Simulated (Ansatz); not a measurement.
Harmonic frequencies (cm⁻¹) at PBE0-D4/def2-TZVP from Ansatz: 102, 102, 123, 210, 210, 394, 408, 408, 571, 571, 1023, 3674.

Each molecule was computed in one conformer, which needn't be the lowest.

(1) Which molecule is it?
A. `[F][Ta]([F])([Cl])([Cl])[Cl]`
B. `[O]=[Ta]([OH])([Cl])[Cl]`
C. `[NH]=[Ta]([F])([F])[F]`
D. `[NH]=[Ta]([Cl])([Cl])[Cl]`

Results:

(1) D.
